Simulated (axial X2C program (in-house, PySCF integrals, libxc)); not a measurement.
Low determinants of BeCr at the PBE0 level, 2c

All values were computed with an in-house all-electron X2C program for linear molecules (integrals from PySCF). Two-component (2c) means X2C with spin–orbit coupling and atomic mean-field two-electron Coulomb and Gaunt terms. Basis: Cr dyall-cv3z [9s10p6d3f2g], Be dyall-cv3z [8s8p3d1f] (cores contracted in-house); Gaussian nuclei, density fitting, unrestricted open shells. Masses: Cr 51.941 u, Be 9.012 u.

Search at 2.432 Å (vertical energies from the lowest determinant):

| ΔE (eV) | state | electrons beyond evenly filled partner blocks | electrons in ±ω = 1/2, 3/2, 5/2, 7/2 |
| --- | --- | --- | --- |
| 0.00 | Ω = 3 | ω = 1/2, ω = 5/2 | 21 6 1 0 |
| 0.63 | Ω = 2 | ω = -1/2, ω = 5/2 | 21 6 1 0 |
| 1.42 | Ω = 1 | ω = -3/2, ω = 5/2 | 20 7 1 0 |
| 1.61 | Ω = 4 | ω = 3/2, ω = 5/2 | 20 7 1 0 |
| 2.37 | Ω = 1 | ω = -3/2, ω = 5/2 | 22 5 1 0 |
| 2.49 | Ω = 4 | ω = 3/2, ω = 5/2 | 22 5 1 0 |
| 2.67 | Ω = 2 | ω = 1/2, ω = 3/2 | 21 7 0 0 |

Lowest determinant, Ω = 3 (⟨Sz⟩ = 3.00, ⟨Lz⟩ = 0.00 at PBE0): Re = 2.422 Å, ωe = 339.9 cm⁻¹.

The determinant in row 2 of the search, Ω = 2 (⟨Sz⟩ = 2.00, ⟨Lz⟩ = 0.00 at PBE0), was followed along the bond at PBE0; measured from the minimum of the lowest determinant it gives:

Te = 0.624 eV (5029 cm⁻¹), Re = 2.359 Å, ωe = 388.1 cm⁻¹.

Task: Compare the bond of the determinant in row 2 with that of the lowest one.

Result: At PBE0 its Re is 0.063 Å shorter and its force constant, which goes as ωe², is 1.30 times that of the lowest determinant. T0 ≈ Te + Δωe/2 = 5029 + (24) = 5053 cm⁻¹.

The search compares states at one distance, so a state with another bond length can lie lower; it is not exhaustive and yields mostly the lowest determinant of each block pattern, so other components and higher states of one pattern are missing. These are energies of single determinants, not of spin-adapted states; PBE0 term energies can be off by some tenths of an eV, and the functional has no current term. Open-shell Ω = 0 determinants with evenly filled partner blocks cannot be reached by this program, so the Ω shown need not be the lowest component. The lowest determinant need not be the ground state where others lie within half an eV.
